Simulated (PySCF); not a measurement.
PBE0 on Hf⁻ (hafnium, charge -1), [Xe] 4f14 5d3 6s2, high-spin 4F determinant. Calculation: PySCF 2.14, in aug-cc-pVDZ-PP with ECP60MDF; scalar relativity through the core potential.

```
cycle= 1 E= -48.4169591741895  delta_E= -0.0113  |g|= 0.0285  |ddm|= 0.925
cycle= 2 E= -48.4178219763873  delta_E= -0.000863  |g|= 0.0512  |ddm|= 0.302
cycle= 3 E= -48.4204755975526  delta_E= -0.00265  |g|= 0.00926  |ddm|= 0.177
cycle= 4 E= -48.4209055640776  delta_E= -0.00043  |g|= 0.00387  |ddm|= 0.17
cycle= 5 E= -48.4209290110202  delta_E= -2.34e-05  |g|= 0.000695  |ddm|= 0.0141
cycle= 6 E= -48.42093030217  delta_E= -1.29e-06  |g|= 5.93e-05  |ddm|= 0.00586
cycle= 7 E= -48.4209303073641  delta_E= -5.19e-09  |g|= 1.91e-06  |ddm|= 0.000274
cycle= 8 E= -48.4209303073951  delta_E= -3.1e-11  |g|= 9.55e-07  |ddm|= 3.83e-05
converged SCF energy = -48.4209303073951  <S^2> = 3.7691416  2S+1 = 4.0095594
```

Highest occupied orbital energy: 1.302 eV; ⟨L²⟩ = 12.00; populations by l: s 4.00, p 6.00, d 3.00, f 0.00.

**Question.** Can this result be used?

**Answer.** With care. The run converged. Energies and moments cover only the electrons outside the core potential. Spin-orbit coupling, absent here, splits the open shell strongly. The configuration of this anion was assumed by filling the next shell in order. It is not the known or likely ground configuration (Ca⁻, Sr⁻ and Ba⁻, for instance, bind a p electron), so these values are not the electron affinity of the element. At PBE0 the highest occupied level has a positive energy, so only the finite basis holds that electron.
